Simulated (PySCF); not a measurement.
Isomers of C5H11FOSi2, one GFN2-xTB conformer each. Single-point energies are computed at PBE0/pcSseg-1 (PySCF, gas phase, no added dispersion term), electronic only.

Question: Rank them by PBE0/pcSseg-1 energy, lowest first (kJ/mol).
A. `[OH:1][CH2:2][CH2:3][C:4]1=[C:5]([CH2:6][F:7])[SiH2:8][SiH2:9]1` with H–O1–C2–C3 56°, O1–C2–C3–C4 -61°, C2–C3–C4–C5 100°, C4–C5–C6–F7 -179°
B. `[CH3:1][O:2][Si@@H:3]1[CH2:4][C:5]([CH2:6][SiH3:7])=[C:8]1[F:9]` with C1–O2–Si3–C4 173°, C4–C5–C6–Si7 -83°
C. `[CH2:1]=[C:2]1[C@@H:3]([CH2:4][SiH3:5])[C@H:6]1[O:7][SiH2:8][F:9]` with C2–C3–C4–Si5 146°, C3–C6–O7–Si8 140°, C6–O7–Si8–F9 70°
D. `[CH3:1][C:2]#[C:3][SiH2:4][SiH2:5][C@@H:6]([F:7])[O:8][CH3:9]` with C3–Si4–Si5–C6 -161°, Si4–Si5–C6–F7 -150°, Si5–C6–O8–C9 175°
E. `[CH3:1][C:2](=[O:3])[SiH2:4][CH2:5]/[C:6]([SiH3:7])=[CH:8]/[F:9]` with C1–C2–Si4–C5 -175°, C2–Si4–C5–C6 179°, Si4–C5–C6–Si7 -78°

Answer: C (0.0), B (59.0), E (131.1), A (142.6), D (217.8).

As drawn, the lowest has a three-membered ring, an Si–O bond and an Si–F bond, which the highest lacks; the highest has a C≡C bond and an Si–Si bond, which the lowest lacks. GFN2-xTB itself gives, in the same order: 0.0, 182.0, 304.3, 334.6, 364.1. Both levels put the same isomer lowest; measured from each level's own lowest isomer, the values differ by up to 192.0 kJ/mol (OCCC1=C(CF)[SiH2][SiH2]1: 334.6 against 142.6).

Which frontier levels, dipoles and rotational constants go with these structures?

```
                           SMILES  HOMO (eV, PBE0/pcSseg-1)  LUMO (eV)  dipole (D)       A, B, C (MHz)
C=C1[C@@H](C[SiH3])[C@H]1O[SiH2]F                     -7.65      -0.43        2.05  1470, 713.2, 529.5
        CO[Si@@H]1CC(C[SiH3])=C1F                     -6.75       0.01        1.45  1909, 593.5, 558.0
      CC(=O)[SiH2]C/C([SiH3])=C/F                     -6.79      -1.13        2.12  2393, 455.5, 428.3
         OCCC1=C(CF)[SiH2][SiH2]1                     -7.58      -0.71        2.22  1249, 969.6, 630.1
      CC#C[SiH2][SiH2][C@@H](F)OC                     -7.38      -0.13        1.81  3009, 407.7, 367.1
```
